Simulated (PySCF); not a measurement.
germanium monoxide (GeO), SMILES [O]=[Ge] (connectivity only; charge and spin as stated), neutral, multiplicity 1.

The structure is a stationary point at r2SCAN-D4/def2-TZVPD.

Vertical ionisation energy (IE) and electron affinity (EA) in eV. Rows of orbital energies are one-electron estimates. Where ΔSCF, EOM or ADC give a negative EA the extra electron is unbound and the value depends on the basis.

```
level                                               IE     EA
------------------------------------------------  ----  -----
−ε(HOMO), −ε(LUMO), CAM-B3LYP/def2-TZVPD (PySCF)  9.96   1.13
−ε(HOMO), −ε(LUMO), M06-2X/def2-TZVPD (PySCF)     9.80   1.24
ADC(2)/aug-cc-pVDZ (PySCF)                        9.30  -0.04
```

Question: Beyond the first one, list the lowest photoelectron lines from ADC(2)/aug-cc-pVDZ (PySCF) with their pole strengths (two spins summed). (Estimate from the structure and the level; the computed values follow.)

Answer: 9.34 eV (1.62), 9.34 eV (1.62), 14.36 eV (1.76).
